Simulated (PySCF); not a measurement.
## Electron affinity of I by level of theory

I⁻ [Xe] (1S) → I [Kr] 4d10 5s2 5p5 (2P), as a difference of total energies. All numbers are calculated (PySCF 2.14, scalar relativity by spin-free X2C-1e, in aug-cc-pVTZ-DK3). Correlated levels: valence: [Kr] 4d10 frozen. The calculations carry no spin-orbit coupling.

Question: Order these methods by the electron affinity they give, lowest first.
A. MP2 (valence)
B. TPSSh
C. LDA
D. SCS-MP2 (valence)

Answer: D (3.136 eV), A (3.202 eV), B (3.261 eV), C (3.525 eV).

A first-order spin-orbit estimate (lowest level to lowest level, LS coupling) adds -0.299 eV.

Errors of the correlated levels include the incompleteness of this basis and the frozen core.

In the anion the highest occupied orbital energy is positive at M06-L, a self-interaction effect; the basis confines that electron, and the energy difference can still be sensible.

For comparison: 3.059 eV (measured; photodetachment measurements, as compiled on the Wikipedia data page of electron affinities).
